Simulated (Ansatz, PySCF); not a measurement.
TlCl, SMILES [Cl][Tl]. Atoms are numbered in the order given.

```xyz
2

Tl     0.0000     0.0000    -0.4193
Cl     0.0000     0.0000     2.1129
```

The structure is a stationary point at B3LYP-D3(BJ)/def2-TZVP. The def2 effective core potentials stand for the cores of Tl; spin–orbit coupling is left out.

Two levels are set side by side: PBE-D3(BJ)/def2-TZVP (Ansatz, an electronic-structure program) and B3LYP-D3(BJ)/def2-TZVP (Ansatz). Each level has its own optimised geometry; the coordinates shown are those of the second. Frequencies come from the Hessian of PySCF at each geometry. Differences are taken from unrounded values.

```csv
quantity,B3LYP-D3(BJ)
bond Tl1–Cl2 (Å),2.532
highest harmonic wavenumber (cm⁻¹),270
mean harmonic wavenumber (cm⁻¹),270
zero-point energy (kcal/mol),0.39
```

**Question.** What does PBE-D3(BJ) give, and how far is it from B3LYP-D3(BJ)? (Estimate from the structure and the level; the computed values follow.)

**Answer.** 
| quantity | PBE-D3(BJ) | PBE-D3(BJ) minus B3LYP-D3(BJ) |
|---|---|---|
| bond Tl1–Cl2 (Å) | 2.522 | -0.010 |
| highest harmonic wavenumber (cm⁻¹) | 271 | 1 |
| mean harmonic wavenumber (cm⁻¹) | 271 | 1 |
| zero-point energy (kcal/mol) | 0.39 | 0.00 |

On these quantities the two levels nearly agree.
